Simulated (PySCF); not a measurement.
# The electron affinity along the 4p block

Calculated with PySCF 2.14 from differences of total energies of unrestricted determinants, without spin-orbit coupling. Values in eV. The last column holds reference values (measured affinities from photodetachment; the arrow runs from anion to atom). Unmarked ones compare directly (S terms, centres of terms, or small fine structure); those marked * lie between the lowest fine-structure levels and include a spin-orbit shift.

```
                                                                                 element                         configurations     UHF  SCS-MP2 (valence)  CCSD (valence)    LDA   PBE0  r2SCAN  reference
Ga (aug-cc-pVTZ-PP with one added diffuse shell each of s, d, f type with ECP10MDF, ECP)  [Ar] 3d10 4s2 4p2 → [Ar] 3d10 4s2 4p1  -0.064              0.152           0.276  0.572  0.414   0.500    0.301 *
Ge (aug-cc-pVTZ-PP with one added diffuse shell each of s, d, f type with ECP10MDF, ECP)  [Ar] 3d10 4s2 4p3 → [Ar] 3d10 4s2 4p2   0.837              1.137           1.276  1.523  1.366   1.478    1.233 *
As (aug-cc-pVTZ-PP with one added diffuse shell each of s, d, f type with ECP10MDF, ECP)  [Ar] 3d10 4s2 4p4 → [Ar] 3d10 4s2 4p3  -0.298              0.517           0.547  1.047  0.743   0.790    0.804 *
Se (aug-cc-pVTZ-PP with one added diffuse shell each of s, d, f type with ECP10MDF, ECP)  [Ar] 3d10 4s2 4p5 → [Ar] 3d10 4s2 4p4   0.928              1.850           1.828  2.330  2.003   2.052    2.021 *
Br (aug-cc-pVTZ-PP with one added diffuse shell each of s, d, f type with ECP10MDF, ECP)               [Kr] → [Ar] 3d10 4s2 4p5   2.341              3.325           3.257  3.712  3.395   3.455    3.364 *
```

The highest occupied level of the anion is positive for Ga⁻ at LDA, PBE0, r2SCAN; Ge⁻ at LDA, PBE0, r2SCAN; As⁻ at LDA, PBE0, r2SCAN; Se⁻ at LDA, PBE0, r2SCAN; Br⁻ at LDA, so there the basis helps to hold the electron.

"Valence" correlates the outer s and p shells and, in groups 3 to 12 and the f block, the outer d or f shell, open or full, or the next shell where the ion has no valence electron left; the wider scheme adds the next inner shell.
